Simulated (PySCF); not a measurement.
Predicted microwave data (PBE0-D3(BJ)/def2-SVP geometry optimisation, gas phase in PySCF) for one isomer of C7H14O:

* Rotational constants: A = 2271, B = 1612, C = 1206 MHz
* Dipole components: |μa| = 0.00 D, |μb| = 0.76 D, |μc| = 2.40 D
* Inertial defect: -117.00 u·Å²
* κ: -0.24

**Question.** Which candidate fits, each taken in the one conformer that was computed?
A. `[CH3:1][O:2][CH:3]1[CH2:4][CH2:5][CH2:6][CH2:7][CH2:8]1` with C1–O2–C3–C4 -73°, O2–C3–C4–C5 -175°, C3–C4–C5–C6 55°, C4–C5–C6–C7 -55°, C5–C6–C7–C8 55°
B. `[CH3:1][CH2:2][CH:3]([CH2:4][CH3:5])[C:6]([CH3:7])=[O:8]` with C1–C2–C3–C4 -176°, C2–C3–C4–C5 176°, C2–C3–C6–C7 -119°
C. `[CH3:1][CH2:2][C:3]([CH3:4])([CH3:5])[C:6]([CH3:7])=[O:8]` with C1–C2–C3–C4 -63°, C2–C3–C6–C7 69°
D. `[CH3:1][C:2](=[O:3])[CH2:4][C:5]([CH3:6])([CH3:7])[CH3:8]` with C1–C2–C4–C5 -111° (4,4-dimethyl-2-pentanone)
E. `[CH2:1]=[CH:2][CH2:3][CH2:4][C@@H:5]([OH:6])[CH2:7][CH3:8]` with C1–C2–C3–C4 119°, C2–C3–C4–C5 -178°, C3–C4–C5–O6 56°, C4–C5–O6–H 63°, C4–C5–C7–C8 178°

**Answer.** B. It is CCC(CC)C(C)=O, an asymmetric top, point group Cs. The candidates at the same level (rigid rotor, commonest isotopes):

| SMILES | A (MHz) | B (MHz) | C (MHz) | μa (D) | μb (D) | μc (D) | Δ (u·Å²) | point group | rotor |
| --- | --- | --- | --- | --- | --- | --- | --- | --- | --- |
| CC(=O)CC(C)(C)C | 3138 | 1373 | 1235 | 0.82 | 2.41 | 0.52 | -119.93 | C1 | asymmetric top |
| CCC(C)(C)C(C)=O | 2140 | 1786 | 1606 | 0.82 | 0.96 | 2.33 | -204.45 | C1 | asymmetric top |
| CCC(CC)C(C)=O | 2271 | 1612 | 1206 | 0.00 | 0.76 | 2.40 | -117.00 | Cs | asymmetric top |
| COC1CCCCC1 | 4004 | 1368 | 1103 | 0.29 | 0.84 | 0.75 | -37.41 | C1 | asymmetric top |
| C=CCC[C@@H](O)CC | 6119 | 759.1 | 716.3 | 0.26 | 1.11 | 0.89 | -42.76 | C1 | near-prolate asymmetric top |

`CCC(C)(C)C(C)=O` has C 33 % too high; `CC(=O)CC(C)(C)C` has A 38 % too high; `C=CCC[C@@H](O)CC` has A 169 % too high; `COC1CCCCC1` has A 76 % too high. In the right answer the mirror of this Cs structure is the bc plane, so μa vanishes by symmetry. No structure here is proved a minimum.
